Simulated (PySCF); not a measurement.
**One reaction down a group: F, Cl, Br, I**

The same gas-phase reaction for F, Cl, Br, I:
- SnF₄ + SnH₄ → 2 SnH₂ + 2 F₂
- SnCl₄ + SnH₄ → 2 SnH₂ + 2 Cl₂
- SnBr₄ + SnH₄ → 2 SnH₂ + 2 Br₂
- SnI₄ + SnH₄ → 2 SnH₂ + 2 I₂

Method: PySCF energies plus ideal-gas RRHO corrections (1 bar). † marks an energy on the PBE0/def2-TZVP geometry and frequencies; other levels use their own. MP2 freezes the core. All species are closed-shell singlets. I, Sn: scalar-relativistic def2 core potential, no spin-orbit coupling. Br: all electrons, no relativistic terms. SnH₂: computed as isolated molecules; such fragments, hydroxides, amides, oligomers or adducts are transient or little studied in the gas. MP2 isn't extrapolated to the basis-set limit. The harmonic model lacks anharmonicity and excited electronic states, which grow with temperature; levels with a mode under 35 cm⁻¹ are left out. Soft modes under 120 cm⁻¹ make the harmonic entropy rough for SnCl₄, SnBr₄, SnI₄.

ΔH°(298 K) in kJ, by level:

```csv
level,F,Cl,Br,I
ωB97M-V/def2-TZVP†,1383.2,815.3,713.7,566.8
LDA/def2-TZVP†,1393.7,829.0,742.5,611.0
PBE/def2-TZVP†,1309.3,760.0,663.7,529.4
PBE0/def2-QZVP†,1386.2,804.7,705.6,562.1
MP2/def2-SVP†,1430.7,901.2,787.6,638.4
HF/def2-TZVP†,1451.4,829.9,714.2,542.3
PBE0/def2-TZVP,1366.5,805.6,707.4,564.5
```

At ωB97M-V/def2-TZVP†, ΔH° falls from F to I, over a range of 816.4 kJ; the steps are -567.9, -101.6, -146.9 kJ. 7 of the 7 levels shown give the same order. The levels scatter most for F (142.1 kJ between the highest and the lowest) and least for I (109.0 kJ). ΔS°(298 K) runs from 302.9 to 309.9 J/K, so TΔS° at 298 K spreads over 2.1 kJ among the members, against 816.4 kJ for ΔH°.

Free energies at ωB97M-V/def2-TZVP†:

```json
[
 {"member": "F", "ΔS°(298 K), J/K": "309.9", "ΔG°(298 K), kJ": "1291", "ΔG°(2000 K), kJ": "798", "ΔG° changes sign": "none from 298 to 2500 K"},
 {"member": "Cl", "ΔS°(298 K), J/K": "308.1", "ΔG°(298 K), kJ": "723", "ΔG°(2000 K), kJ": "235", "ΔG° changes sign": "none from 298 to 2500 K"},
 {"member": "Br", "ΔS°(298 K), J/K": "306.2", "ΔG°(298 K), kJ": "622", "ΔG°(2000 K), kJ": "137", "ΔG° changes sign": "none from 298 to 2500 K"},
 {"member": "I", "ΔS°(298 K), J/K": "302.9", "ΔG°(298 K), kJ": "476", "ΔG°(2000 K), kJ": "-3", "ΔG° changes sign": "1800 to 2000 K"}
]
```

The NASA 1993 table holds none of these reactions whole; the comparison is among the levels.
